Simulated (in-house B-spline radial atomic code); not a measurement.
Results of a calculation; reference values are marked as such.
# Stopping and range of 200 keV Hf in Si

The pair potential comes from two frozen, spherical free-atom densities (PBE, B-spline radial code, scalar-relativistic past argon): electrostatics plus the change in Thomas-Fermi kinetic and Dirac exchange energy where they overlap, the recipe behind the universal ZBL potential, which averages such potentials (from solid-state densities) over many pairs. It is written V = (Z1 Z2 e²/r) φ(r/a), with e² = 14.3996 eV·Å and a = 0.46850 Å/(Z1^0.23 + Z2^0.23); ZBL's fit is φ = 0.18175 e^(−3.1998x) + 0.50986 e^(−0.94229x) + 0.28022 e^(−0.4029x) + 0.02817 e^(−0.20162x). Where φ falls below 4e-4 it is continued as an exponential.

The target is taken as amorphous, with density 2.329 g/cm³ (NSM archive of the Ioffe Institute); channelling is ignored. Masses: Hf 178.49, Si 28.09 u. Nuclear stopping is S_n = 4π a Z1 Z2 e² M1/(M1 + M2) × s_n(ε), with s_n integrated over impact parameters for each pair. Electronic stopping is Lindhard and Scharff's S_e = Z1^(1/6) 8π e² a0 Z1 Z2/(Z1^(2/3) + Z2^(2/3))^(3/2) × v/v0, with a0 = 0.529177 Å and v = v0 at 24.801 keV/u; it misses the oscillations with Z1 seen in experiment, which reach tens of per cent. Compounds add by atom fraction.

| target atom | a (Å) | ε at this energy | s_n, this pair | s_n, ZBL potential |
| --- | --- | --- | --- | --- |
| Si | 0.10390 | 0.1947 | 0.3396 | 0.3444 |

(1) What are the atom density and the stopping powers at entry?

Along the track:

| E (keV) | N S_n (eV/nm) | N S_e (eV/nm) |
| --- | --- | --- |
| 10 | 1290 | 84.1 |
| 30 | 1900 | 146 |
| 60 | 2290 | 206 |
| 100 | 2540 | 266 |
| 150 | 2700 | 326 |
| 200 | 2780 | 376 |

(2) Estimate the path length and the projected range.

## Answers

(1) N = 2.329 × 0.602214/28.09 = 0.04993 atoms/Å³. For Si: S_n = 16370 × 0.3396 = 5561 eV·Å², S_e = 1.6838 × √200000 = 753 eV·Å². Averaged over the target's atoms and times N × 10 Å/nm, the ion loses N S_n = 2780 eV/nm to recoils and N S_e = 376 eV/nm to electrons; the nuclear share is 88 %.

(2) With continuous slowing down the path is the integral of dE/(N (S_n + S_e)). Trapezoids over the table give 74 nm, and the stretch below the first row, with stopping taken as √E, adds 2E/(N S) = 15 nm: 88.5 nm in all, against 86.6 nm on a fine grid from 5 eV. Deflections shorten the depth: to first order in the energy passed on, N (S_n + S_e) dR_p/dE = 1 − N S_n (M2/M1) R_p/(2E), summed over the target's atoms, and integrating this on the fine grid gives R_p = 77.7 nm, 0.90 of the path. Lindhard's rule of thumb R/(1 + M2/3M1), with mean M2/M1 = 0.16, gives 82.3 nm. On the ZBL potential the same equation gives 76.6 nm, and the full integral equation, which keeps hard collisions, 77.8 nm.
